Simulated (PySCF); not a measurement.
Cyclo-(SbH)3.
Bonds: Sb1–Sb2, Sb1–Sb3, Sb2–Sb3. Hydrogens: H4 on Sb1; H5 on Sb2; H6 on Sb3.

Computed by this run: PySCF 2.14.0, PBE0-D3(BJ)/def2-SVP geometry optimisation, gas phase, def2 core potentials past Kr; density fitting, grid level 1; the optimiser is geomeTRIC in internal coordinates, started from a GFN2-xTB structure with every atom displaced at random (about 0.03 Å).

Step 0: E = -19663.2660 eV
```
atom  x, y, z in Å  |  force x, y, z in eV/Å
Sb1    -0.7171   -0.7597   -1.4924    0.338   0.387  -1.105
Sb2    -1.2655    1.2325    0.4660   -0.357   0.513  -0.177
Sb3    -0.4552   -1.3294    1.1708    0.830  -0.539   1.012
H4      0.9360   -0.1756   -1.6449   -0.534  -0.245   0.038
H5      0.3517    1.7519    0.3364    0.126   0.124   0.057
H6      1.2133   -0.8158    1.0949   -0.402  -0.240   0.176
```

**Question.** Estimate the geometry and energy of step 1. (The exact step hangs on the optimiser's Hessian estimate; all steps are aligned on step 0, rigid shifts and turns removed.)

**Answer.** E = -19663.3588 eV, largest force 0.602 eV/Å
```
atom  x, y, z in Å  |  force x, y, z in eV/Å
Sb1    -0.7114   -0.7353   -1.5786   -0.389   0.009   0.459
Sb2    -1.2793    1.2661    0.4375    0.156  -0.418  -0.144
Sb3    -0.3991   -1.3763    1.2304   -0.350   0.234  -0.362
H4      0.8844   -0.1908   -1.7340    0.340   0.089   0.014
H5      0.3395    1.8373    0.3519   -0.029   0.002   0.033
H6      1.2290   -0.8969    1.2234    0.271   0.084   0.000
```

The energy changes by -0.0928 eV. The first-order estimate −F·Δx gives -0.3395 eV and the mean of the old and new forces, exact on a quadratic surface, -0.1060 eV. The step makes an angle of 50° with the force vector and moves no atom by more than 0.153 Å.

What follows is the cost of the whole optimisation. Time: 50 s; peak memory 0.38 GiB. Hardware: one thread, Arm Neoverse N1 (aarch64), on a shared host.
